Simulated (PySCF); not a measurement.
Species: B3ClH5N.
Numbering: `[BH2:1][B:2]([Cl:3])[BH:4][NH2:5]` (hydrogens: H6, H7 on B1; H8 on B4; H9, H10 on N5)

Structure used (PBE0-D3(BJ)/def2-SVP), in Å, numbered top down from 1:
```xyz
10
B3ClH5N angstrom
B      1.970    0.508    1.040
B      0.335    0.583    1.327
Cl    -0.128    0.950    3.007
B     -0.925    0.329    0.219
N     -1.392    1.297   -0.664
H      2.594    1.501    0.729
H      2.600   -0.524    1.119
H     -1.468   -0.759    0.192
H     -2.172    1.139   -1.291
H     -1.020    2.236   -0.722
```

The closed-shell ground state was solved at several levels (PySCF, density fitting, gas phase, non-relativistic).

```tsv
level	basis functions	HOMO (eV)	LUMO (eV)	gap (eV)	dipole (D)
PBE0/6-31G*	84	-7.04	-1.57	5.47	2.92
CAM-B3LYP/pcSseg-2	257	-8.65	-0.87	7.78	2.64
BLYP/pcSseg-2	257	-5.87	-2.74	3.13	2.64
KT2/pcSseg-2	257	-6.03	-2.93	3.10	2.64
KT3/pcSseg-2	257	-6.07	-2.82	3.25	2.61
PBE0/pcSseg-0	59	-7.34	-1.96	5.38	3.19
PBE0/def2-SVP	99	-7.05	-1.73	5.32	2.71
PBE0/6-31G	59	-7.12	-1.66	5.46	3.15
B3LYP/pcSseg-2	257	-7.06	-2.15	4.91	2.63
wB97X-D/pcSseg-2	257	-9.14	-0.07	9.07	2.66
```

Task: Estimate the row for PBE/pcSseg-2, a basis of 257 functions; the other rows only guide the guess.

Result: HOMO -5.96 eV, LUMO -2.91 eV, gap 3.05 eV, dipole 2.67 D.

Task: Over all these levels, which gives the widest orbital gap and which the narrowest?

Result: wB97X-D/pcSseg-2 (range-separated hybrid) has the widest, 9.07 eV, and PBE/pcSseg-2 (GGA) the narrowest, 3.05 eV. The two share the basis. From the narrowest to the widest the HOMO moves by -3.18 eV and the LUMO by +2.84 eV.

Task: How much does the basis alone move the frontier levels among the 4 PBE0 rows?

Result: The HOMO by 0.30 eV and the LUMO by 0.39 eV. By rising basis size (HOMO, LUMO in eV): pcSseg-0 -7.34, -1.96; 6-31G -7.12, -1.66; 6-31G* -7.04, -1.57; def2-SVP -7.05, -1.73.

Task: How far do the dipole and the HOMO energy spread over the levels?

Result: The dipole runs from 2.61 to 3.19 D (mean 2.77 D) and the HOMO from -9.14 to -5.87 eV.

One conformer stands for the species.
